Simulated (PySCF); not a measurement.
SbTe: mean field, correlation and small terms against distance

State: ²Π, doublet, unpaired electrons π ↑. ROHF-based CCSD(T) in PySCF 2.14 with Sb cc-pwCVDZ-PP with ECP28, Te aug-cc-pVDZ-PP with ECP28 and Sb cc-pwCVTZ-PP with ECP28, Te aug-cc-pVTZ-PP with ECP28 (frozen core orbitals: 13; scalar-relativistic core potentials). Correlation energies are extrapolated as n⁻³ (n = 2, 3), Hartree–Fock as (n+1)·exp(−9√n). All energies in eV from Sb + Te.

| R (Å) | HF/CBS | CCSD corr. | (T) | total |
| --- | --- | --- | --- | --- |
| 2.2368 | 0.694 | -1.814 | -0.2745 | -1.394 |
| 2.3385 | 0.038 | -1.845 | -0.3008 | -2.108 |
| 2.4402 | -0.256 | -1.879 | -0.3302 | -2.465 |
| 2.5418 | -0.296 | -1.918 | -0.3626 | -2.576 |
| 2.6435 | -0.164 | -1.962 | -0.3977 | -2.523 |
| 2.7706 | 0.158 | -2.028 | -0.4440 | -2.314 |
| 2.8977 | 0.582 | -2.118 | -0.4866 | -2.023 |

A fit to the total gives Re = 2.5531 Å, De = 2.577 eV, ωe = 255.5 cm⁻¹, Be = 0.04130 cm⁻¹ (masses 120.9038 and 129.9062 u).

Question: At R = 2.5418 Å the CCSD correlation energy is -0.473265 hartree in the smaller basis and -0.690258 in the larger. Extrapolate it.

Answer: (3³·E3 − 2³·E2)/(3³ − 2³) = -0.78162 hartree; the larger basis holds 88.3 % of it.

The T1 diagnostic is 0.031. The state was picked by a PBE0 search and need not be the measured ground state. Spin–orbit coupling, excitations beyond (T) and corrections to the Born–Oppenheimer picture are left out, and spin–orbit coupling matters for open p, d or f shells this heavy.
